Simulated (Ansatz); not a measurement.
O (SMILES [O-]), charge -1, doublet (a gas-phase anion, which may not be bound at this level); MP2/def2-SVPD in Ansatz (an electronic-structure program).

Input for Ansatz:
Ansatz 0.2 input:
```yaml
crystal:
  periodic: [false, false, false]
  atoms:
    - {symbol: O, position_ang: [0.00000000, 0.00000000, 0.00000000]}
basis:
  gaussian:
    orbitals: def2-SVPD
total_charge: -1
magnetization: {spin_polarized: true, initial_magnetization: 1}
correlation: {method: mp2}
```

Problem. What does Ansatz print? Leave out banner, timings and long lists.

Solution. 
```
Functional definition: HF
123 factors; integrals over basis functions are off by at most 1.3e-4 eV
mean field evaluation 1: about -2028.3669 eV, gradient 3.0e1 eV
mean field evaluation 2: about -2028.3854 eV, gradient 3.0e1 eV
mean field evaluation 4: about -2032.8478 eV, gradient 2.8e0 eV
mean field evaluation 8: about -2032.9033 eV, gradient 1.5e-1 eV
mean field evaluation 16: about -2032.5436 eV, gradient 2.9e0 eV
mean field evaluation 32: about -2028.4423 eV, gradient 5.1e-3 eV
mean field evaluation 64: about -2032.9041 eV, gradient 3.2e-3 eV
mean field evaluation 96: about -2032.9041 eV, gradient 5.4e-5 eV
mean field -2032.90410282 eV, -74.7078478267 hartree, gradient 3.5e-6 eV, S^2 0.768512; 8 other end points of the search recorded, 0 dependent functions left out
1 core orbitals not correlated
reference -2032.90410282 eV, -74.7078478267 hartree; 4, 3 occupied and 18, 19 virtual orbitals, 123 factors
second order -4.67204342 eV of doubles, -0.00000000 eV of singles
Total energy: -2037.57614624 eV, -74.8795422558 hartree
```
